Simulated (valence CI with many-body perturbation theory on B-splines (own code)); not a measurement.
E1 transitions of Ta⁴²⁺

Calculated by configuration interaction combined with many-body perturbation theory (CI+MBPT): three valence electrons over a frozen Dirac-Fock core [Ar] 3d10, radial functions for each j: 11 s, 11 p, 10 d, 8 f, 5 g, 2 h, with the one-electron correlation potential Σ1 (screened to all orders), the two-electron term Σ2, the three-electron term Σ3, Breit, model QED; selected single and double excitations, second order for the rest, scaled by the run's own slope (own B-spline code, finite nucleus).

The last digits are not significant, and no measured levels were compared; by estimate large intervals hold to a few tenths of a per cent, small ones and those within an open d or f shell to about a per cent.

Lines 201 to 250 of 552 in falling wavelength, among levels below 794.65 eV, chosen from the strongest by gf and those to the six lowest levels. Wavelengths and rates use the calculated energies. Electric multipoles are in the length gauge, E1 and E2 with the static RPA response of the core. Weak lines are less certain than strong ones. Lines between different terms over intervals too small for the method are left out, as are lines whose strength nearly cancels. Where a level lies close to another of its J and parity, the split of strength between their lines is uncertain. The highest levels of a list are the least certain.

Levels are named by their leading jj configuration (3d3/2^4 stands for four electrons in 3d with j = 3/2), which in mixed levels can hold well under half, so a name can repeat and another be missing. Letters in brackets count levels of one name in rising energy.

```tsv
λ vac (Å)	Upper	Lower	A (s⁻¹)	S (a.u.) with core polarisation	S without
67.10	(4p1/2 4p3/2 4d5/2) J=5/2 [a]	(4s 4p1/2 4d5/2) J=5/2 [b]	3.18e+11	2.85e-01	3.02e-01
67.06	(4s 4d5/2 4f5/2) J=7/2 [c]	(4s 4d3/2 4d5/2) J=5/2 [b]	8.92e+10	1.06e-01	1.13e-01
67.05	(4s 4p3/2 4d5/2) J=3/2 [a]	(4s^2 4d5/2) J=5/2	1.50e+11	8.90e-02	9.45e-02
67.05	(4p3/2^2 4d5/2) J=1/2	(4s 4p3/2 4d5/2) J=1/2	2.94e+11	8.75e-02	9.26e-02
67.03	(4s 4d5/2 4f5/2) J=7/2 [b]	(4s 4d3/2 4d5/2) J=7/2 [a]	1.08e+11	1.29e-01	1.36e-01
67.00	(4p3/2^2 4d3/2) J=5/2	(4s 4p3/2 4d5/2) J=3/2 [a]	2.23e+11	1.99e-01	2.10e-01
66.99	(4p1/2 4p3/2 4f7/2) J=7/2 [c]	(4s 4p1/2 4f7/2) J=7/2 [c]	1.11e+11	1.31e-01	1.39e-01
66.97	(4s 4d3/2 4f5/2) J=5/2 [b]	(4s 4d3/2^2) J=5/2	1.52e+11	1.35e-01	1.42e-01
66.94	(4s 4p3/2^2) J=5/2	(4s^2 4p3/2) J=3/2	5.18e+11	4.60e-01	4.87e-01
66.94	(4s 4p3/2 4f5/2) J=7/2 [a]	(4s 4p3/2 4d3/2) J=5/2 [a]	2.52e+11	2.99e-01	3.16e-01
66.88	(4s 4d5/2^2) J=7/2	(4s 4p3/2 4d5/2) J=7/2 [b]	2.08e+11	2.46e-01	2.61e-01
66.77	(4p3/2 4d3/2 4d5/2) J=3/2 [a]	(4s 4d3/2 4d5/2) J=5/2 [a]	1.37e+11	8.05e-02	8.55e-02
66.74	(4p1/2 4p3/2^2) J=3/2	(4s 4p1/2 4p3/2) J=1/2	5.44e+11	3.19e-01	3.38e-01
66.71	(4p1/2 4p3/2 4d5/2) J=9/2	(4s 4p1/2 4d5/2) J=7/2	3.15e+11	4.62e-01	4.89e-01
66.71	(4s 4p3/2 4f7/2) J=7/2 [a]	(4s 4p3/2 4d3/2) J=5/2 [a]	8.33e+10	9.76e-02	1.03e-01
66.69	(4s 4p1/2 4d5/2) J=3/2	(4s 4p1/2 4p3/2) J=3/2 [a]	1.65e+11	9.64e-02	1.02e-01
66.60	(4p3/2^2 4f5/2) J=9/2	(4s 4p3/2 4f5/2) J=7/2 [a]	2.50e+11	3.65e-01	3.87e-01
66.52	(4p3/2^2 4d3/2) J=1/2	(4s 4p3/2 4d5/2) J=3/2 [a]	3.04e+11	8.85e-02	9.39e-02
66.49	(4s 4p1/2 4d5/2) J=5/2 [b]	(4s 4p1/2 4p3/2) J=3/2 [a]	2.54e+10	2.21e-02	2.34e-02
66.48	(4p3/2 4d3/2 4d5/2) J=7/2 [b]	(4s 4p3/2 4f5/2) J=7/2 [a]	1.87e+11	2.17e-01	2.29e-01
66.45	(4s 4d5/2^2) J=5/2	(4s^2 4f7/2) J=7/2	1.27e+11	1.10e-01	1.17e-01
66.39	(4s 4d5/2 4f7/2) J=5/2 [a]	(4s 4d3/2 4d5/2) J=3/2 [b]	1.58e+11	1.37e-01	1.45e-01
66.28	(4p1/2 4p3/2^2) J=5/2	(4s 4p1/2 4p3/2) J=3/2 [b]	4.29e+11	3.70e-01	3.93e-01
66.28	(4p1/2 4p3/2 4f5/2) J=9/2	(4s 4p1/2 4f7/2) J=7/2 [b]	2.19e+11	3.15e-01	3.33e-01
66.27	(4s 4p3/2 4d3/2) J=3/2 [b]	(4s^2 4d3/2) J=3/2	2.92e+11	1.68e-01	1.78e-01
66.27	(4p3/2^2 4d3/2) J=1/2	(4s 4p3/2 4d3/2) J=1/2 [b]	4.32e+11	1.24e-01	1.32e-01
66.20	(4s 4p3/2 4f7/2) J=9/2 [b]	(4s^2 4f7/2) J=7/2	2.74e+11	3.92e-01	4.17e-01
66.19	(4s 4p3/2 4f7/2) J=7/2 [b]	(4s^2 4f7/2) J=7/2	3.52e+11	4.03e-01	4.28e-01
66.15	(4p3/2^2 4d3/2) J=3/2 [a]	(4s 4p3/2 4d3/2) J=3/2 [b]	2.59e+11	1.48e-01	1.57e-01
66.14	(4s 4d3/2 4f5/2) J=1/2	(4s 4d3/2^2) J=1/2	3.24e+11	9.25e-02	9.77e-02
66.09	(4s 4p3/2 4f5/2) J=5/2 [a]	(4s 4p3/2 4d3/2) J=3/2 [a]	2.46e+11	2.10e-01	2.22e-01
66.05	(4s 4d5/2^2) J=3/2	(4s 4p3/2 4d3/2) J=1/2 [b]	2.32e+11	1.32e-01	1.40e-01
66.01	(4p3/2^2 4d5/2) J=5/2 [a]	(4s 4p3/2 4d5/2) J=7/2 [b]	2.99e+11	2.55e-01	2.70e-01
66.00	(4p3/2 4d3/2 4d5/2) J=9/2 [b]	(4s 4d3/2 4d5/2) J=7/2 [b]	2.02e+11	2.86e-01	3.02e-01
65.98	(4s 4d5/2 4f7/2) J=3/2	(4s 4d3/2 4d5/2) J=3/2 [b]	1.29e+11	7.34e-02	7.75e-02
65.97	(4s 4p3/2 4d5/2) J=3/2 [b]	(4s 4p3/2^2) J=5/2	2.97e+11	1.69e-01	1.79e-01
65.96	(4p1/2 4p3/2 4f7/2) J=7/2 [a]	(4s 4p1/2 4f7/2) J=7/2 [a]	1.59e+11	1.81e-01	1.91e-01
65.94	(4s 4d5/2 4f5/2) J=5/2 [b]	(4s 4d3/2 4d5/2) J=3/2 [a]	1.98e+11	1.68e-01	1.77e-01
65.94	(4p1/2 4p3/2 4f7/2) J=5/2 [a]	(4s 4p1/2 4f7/2) J=5/2	1.04e+11	8.83e-02	9.37e-02
65.90	(4p1/2 4p3/2 4f5/2) J=7/2	(4p1/2 4p3/2 4d3/2) J=5/2 [a]	4.03e+11	4.56e-01	4.82e-01
65.83	(4p1/2 4p3/2^2) J=3/2	(4s 4p1/2 4p3/2) J=3/2 [b]	1.47e+11	8.29e-02	8.79e-02
65.83	(4s 4p3/2 4f5/2) J=5/2 [a]	(4s 4p3/2 4d3/2) J=5/2 [a]	8.30e+10	7.01e-02	7.40e-02
65.83	(4s 4p3/2 4f5/2) J=3/2 [a]	(4s 4p3/2 4d3/2) J=1/2 [a]	1.27e+11	7.15e-02	7.55e-02
65.82	(4s 4d5/2 4f5/2) J=3/2 [b]	(4s 4d3/2 4d5/2) J=3/2 [a]	1.85e+11	1.04e-01	1.10e-01
65.81	(4s 4p3/2 4f5/2) J=3/2 [a]	(4s 4p3/2 4d3/2) J=3/2 [a]	1.93e+11	1.08e-01	1.15e-01
65.78	(4s 4p3/2 4f5/2) J=1/2	(4s 4p3/2 4d3/2) J=1/2 [a]	3.70e+11	1.04e-01	1.10e-01
65.76	(4p1/2^2 4f5/2) J=5/2	(4p1/2^2 4d3/2) J=3/2	2.41e+11	2.03e-01	2.14e-01
65.66	(4s 4d5/2^2) J=9/2	(4s 4p3/2 4d3/2) J=7/2	4.94e+11	6.90e-01	7.29e-01
65.65	(4p1/2 4p3/2 4d5/2) J=7/2 [a]	(4s 4p1/2 4d5/2) J=5/2 [a]	4.43e+11	4.95e-01	5.25e-01
65.56	(4p1/2 4p3/2 4f7/2) J=11/2	(4s 4p1/2 4f7/2) J=9/2	1.15e+11	1.93e-01	2.06e-01
```
